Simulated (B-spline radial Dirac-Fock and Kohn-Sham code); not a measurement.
**Os³⁴⁺: scattering cross sections and density moments**

System: the Os³⁴⁺ ion, 1s2 2s2 2p6 3s2 3p6 3d10 4s2 4p6 4d6.

Input of the calculation (task.json; shells as n, l, electrons):

```json
{"items": [{
  "Z": 76,
  "q": 34,
  "cfg": [[1, 0, 2], [2, 0, 2], [2, 1, 6], [3, 0, 2], [3, 1, 6], [3, 2, 10], [4, 0, 2], [4, 1, 6], [4, 2, 6]],
  "A": 192,
  "rrms": 5.4126,
  "do": ["scatter"],
  "s": [0.0, 0.05, 0.1, 0.15, 0.2, 0.25, 0.3, 0.35, 0.4, 0.45, 0.5, 0.6, 0.7, 0.8, 0.9, 1.0, 1.1, 1.2, 1.4, 1.6, 1.8, 2.0, 2.5, 3.0, 3.5, 4.0, 5.0, 6.0],
  "pz": [0, 0.1, 0.2, 0.3, 0.4, 0.5, 0.6, 0.8, 1.0, 1.2, 1.4, 1.6, 1.8, 2.0, 2.5, 3.0, 4.0, 5.0, 7.0, 10.0, 15.0, 20.0, 30.0, 40.0, 60.0, 100.0],
  "hv_scatter": [1000, 5000, 10000, 17479.3, 30000, 50000, 100000, 500000]
}]}
```

Run with: `python xray_run.py task.json out`

Method: Dirac-Fock orbitals of the configuration average with a finite nucleus. Computed with a radial finite-basis atomic code.

| Property | Result |
| --- | --- |
| Sum of ⟨r⟩ | 9.638 bohr |
| Sum of ⟨r²⟩ | 3.450 bohr² |
| Sum of ⟨1/r⟩ | 519.36 per bohr |
| Langevin diamagnetic susceptibility | -2.73 × 10⁻⁶ cm³/mol |
| Lamb shielding (α²/3)Σ⟨1/r⟩ | 9219 ppm |

Coherent scattering is the Thomson cross section weighted by f₀², without anomalous dispersion; incoherent scattering is Klein-Nishina weighted by S. The Lamb formula is the non-relativistic shielding expression. Electron correlation is left out. A dash stands where the photon energy is too low for the impulse approximation behind that column.

```csv
hν (keV),coherent (b),incoherent (b),incoherent per electron (b)
1,1169,–,–
5,1068,–,–
10,840.8,3.298,0.0785
17.4793,546.2,6.577,0.157
30,305.2,10.40,0.248
50,151.6,13.52,0.322
100,51.52,15.77,0.376
500,2.827,11.68,0.278
```

Incoherent scattering overtakes coherent scattering between 100 and 500 keV.
